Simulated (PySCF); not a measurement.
H₂Al (SMILES [AlH2+]), charge +1, singlet, geometry from GFN2-xTB (such geometries of metal compounds can be far from the true shape), with bond 3-1 at 1.3 times its length; TPSS/6-311G** (PySCF).

Input for PySCF:
```python
from pyscf import gto, scf, dft

mol = gto.Mole()
mol.atom = '''
    Al    0.00000000    0.00000000    0.00000000
    H    -0.00000000   -0.00000000   -1.52459071
    H     0.00000000    0.00000000    1.98196792
'''
mol.basis = '6-311g**'
mol.charge = 1
mol.verbose = 4
mol.build()

mf = dft.RKS(mol)
mf.xc = 'tpss'
mf.level_shift = 0.1
mf.max_cycle = 100
mf.kernel()
mf.analyze()
```

Q: Predict the main parts of the log of this PySCF run.

A: 
```
PySCF version 2.14.0

[INPUT] verbose = 4
[INPUT] num. atoms = 3
[INPUT] num. electrons = 14
[INPUT] charge = 1
[INPUT] spin (= nelec alpha-beta = 2S) = 0
[INPUT] symmetry False subgroup None
[INPUT] Mole.unit = angstrom
[INPUT] Symbol           X                Y                Z      unit          X                Y                Z       unit  Magmom
[INPUT]  1 Al     0.000000000000   0.000000000000   0.000000000000 AA    0.000000000000   0.000000000000   0.000000000000 Bohr   0.0
[INPUT]  2 H      0.000000000000   0.000000000000  -1.524590710000 AA    0.000000000000   0.000000000000  -2.881058893956 Bohr   0.0
[INPUT]  3 H      0.000000000000   0.000000000000   1.981967920000 AA    0.000000000000   0.000000000000   3.745376556474 Bohr   0.0

nuclear repulsion = 8.13408662813694
number of shells = 20
number of NR pGTOs = 61
number of NR cGTOs = 38
basis = 6-311g**
ecp = {}

******** <class 'pyscf.dft.rks.RKS'> ********
method = RKS
initial guess = minao
damping factor = 0
level_shift factor = 0.1
DIIS = <class 'pyscf.scf.diis.CDIIS'>
diis_start_cycle = 1
diis_space = 8
diis_damp = 0
SCF conv_tol = 1e-09
SCF conv_tol_grad = None
SCF max_cycles = 100
direct_scf = True
direct_scf_tol = 1e-13
XC library pyscf.dft.libxc version 7.1.2
    S. Lehtola, C. Steigemann, M. J. T. Oliveira, and M. A. L. Marques,  SoftwareX 7, 1–5 (2018)
XC functionals = tpss
    J. Tao, J. P. Perdew, V. N. Staroverov, and G. E. Scuseria,  Phys. Rev. Lett. 91, 146401 (2003)
    J. P. Perdew, J. Tao, V. N. Staroverov, and G. E. Scuseria,  J. Chem. Phys. 120, 6898 (2004)
    J. Tao, J. P. Perdew, V. N. Staroverov, and G. E. Scuseria,  Phys. Rev. Lett. 91, 146401 (2003)
    J. P. Perdew, J. Tao, V. N. Staroverov, and G. E. Scuseria,  J. Chem. Phys. 120, 6898 (2004)
radial grids:
    Treutler-Ahlrichs [JCP 102, 346 (1995); DOI:10.1063/1.469408] (M4) radial grids

becke partition: Becke, JCP 88, 2547 (1988); DOI:10.1063/1.454033
pruning grids: <function nwchem_prune>
grids dens level: 3
symmetrized grids: False
atomic radii adjust function: <function treutler_atomic_radii_adjust>
small_rho_cutoff = 0
Set gradient conv threshold to 3.16228e-05
Initial guess from minao.
tot grids = 38800
init E= -243.391002942624
  HOMO = -0.260029716794335  LUMO = -0.0417630605516144  gap/eV = 5.93934
cycle= 1 E= -243.271031720413  delta_E= 0.12  |g|= 0.232  |ddm|=  1.2
  HOMO = -0.540672374705307  LUMO = -0.25799288492716  gap/eV = 7.69210
cycle= 2 E= -243.289104388378  delta_E= -0.0181  |g|= 0.149  |ddm|= 0.576
  HOMO = -0.536778440901281  LUMO = -0.235033879458515  gap/eV = 8.21089
cycle= 3 E= -243.293044993135  delta_E= -0.00394  |g|= 0.0208  |ddm|= 0.0969
  HOMO = -0.530039818236458  LUMO = -0.228706130158879  gap/eV = 8.19971
cycle= 4 E= -243.293295941601  delta_E= -0.000251  |g|= 0.00474  |ddm|= 0.0462
  HOMO = -0.527634000053183  LUMO = -0.227036999478704  gap/eV = 8.17966
cycle= 5 E= -243.293307341008  delta_E= -1.14e-05  |g|= 0.0011  |ddm|= 0.00677
  HOMO = -0.527933150664345  LUMO = -0.227097881225718  gap/eV = 8.18614
cycle= 6 E= -243.29330767557  delta_E= -3.35e-07  |g|= 0.000374  |ddm|= 0.00167
  HOMO = -0.527953982154207  LUMO = -0.227132937060383  gap/eV = 8.18576
cycle= 7 E= -243.293307763556  delta_E= -8.8e-08  |g|= 8.78e-05  |ddm|= 0.00041
  HOMO = -0.527951123520623  LUMO = -0.227129070299993  gap/eV = 8.18579
cycle= 8 E= -243.293307769994  delta_E= -6.44e-09  |g|= 1.15e-05  |ddm|= 0.000129
  HOMO = -0.527954248534764  LUMO = -0.227130363733693  gap/eV = 8.18583
cycle= 9 E= -243.293307770121  delta_E= -1.27e-10  |g|= 3.54e-06  |ddm|= 2.36e-05
  HOMO = -0.527953704419976  LUMO = -0.327130171731775  gap/eV = 5.46469
Extra cycle  E= -243.293307770112  delta_E= 8.81e-12  |g|= 5.42e-06  |ddm|= 1.66e-05
converged SCF energy = -243.293307770112
**** SCF Summaries ****
Total Energy =                        -243.293307770111909
Nuclear Repulsion Energy =               8.134086628136940
One-electron Energy =                 -349.723193911313217
Two-electron Energy =                   98.295799513064381
Two-electron Coulomb Energy =          117.371734721815756
DFT Exchange-Correlation Energy =      -19.075935208751378
HOMO-LUMO gap [eV] =                     5.464686669878733
**** MO energy ****
MO #1   energy= -55.9515489519582  occ= 2
MO #2   energy= -4.31184871193653  occ= 2
MO #3   energy= -2.88595278133859  occ= 2
MO #4   energy= -2.88595278133857  occ= 2
MO #5   energy= -2.87224230266405  occ= 2
MO #6   energy= -0.62583380101116  occ= 2
MO #7   energy= -0.527953704419976 occ= 2
MO #8   energy= -0.327130171731775 occ= 0
MO #9   energy= -0.323004047850292 occ= 0
MO #10  energy= -0.323004047850179 occ= 0
MO #11  energy= -0.096682725675637 occ= 0
MO #12  energy= -0.0873110499679732 occ= 0
MO #13  energy= -0.0691232935738341 occ= 0
MO #14  energy= -0.069123293573793 occ= 0
MO #15  energy= -0.0368935132533658 occ= 0
 ** Mulliken pop on meta-lowdin orthogonal AOs  **
 ** Mulliken pop  **
pop of  0 Al 1s           1.99996
pop of  0 Al 2s           1.99956
pop of  0 Al 3s           1.17446
pop of  0 Al 4s           0.01567
pop of  0 Al 5s           0.00007
pop of  0 Al 6s           0.00007
pop of  0 Al 2px          1.99978
pop of  0 Al 2py          1.99978
pop of  0 Al 2pz          1.99987
pop of  0 Al 3px          0.00010
pop of  0 Al 3py          0.00010
pop of  0 Al 3pz          0.86444
pop of  0 Al 4px          0.00005
pop of  0 Al 4py          0.00005
pop of  0 Al 4pz          0.02294
pop of  0 Al 5px          0.00003
pop of  0 Al 5py          0.00003
pop of  0 Al 5pz          0.00458
pop of  0 Al 6px          0.00005
pop of  0 Al 6py          0.00005
pop of  0 Al 6pz          0.00039
pop of  0 Al 3dxy         0.00000
pop of  0 Al 3dyz         0.00000
pop of  0 Al 3dz^2        0.00585
pop of  0 Al 3dxz         0.00000
pop of  0 Al 3dx2-y2      0.00000
pop of  1 H 1s            0.99984
pop of  1 H 2s            0.01054
pop of  1 H 3s            0.00003
pop of  1 H 2px           0.00000
pop of  1 H 2py           0.00000
pop of  1 H 2pz           0.00588
pop of  2 H 1s            0.89039
pop of  2 H 2s            0.00340
pop of  2 H 3s            0.00025
pop of  2 H 2px           0.00000
pop of  2 H 2py           0.00000
pop of  2 H 2pz           0.00183
 ** Mulliken atomic charges  **
charge of    0Al =      0.91216
charge of    1H =     -0.01629
charge of    2H =      0.10413

WARN: System has nonzero charge 1; the dipole moment is origin-dependent.
Location of origin: [0. 0. 0.]

Dipole moment(X, Y, Z, Debye): -0.00000, -0.00000,  0.13834
```
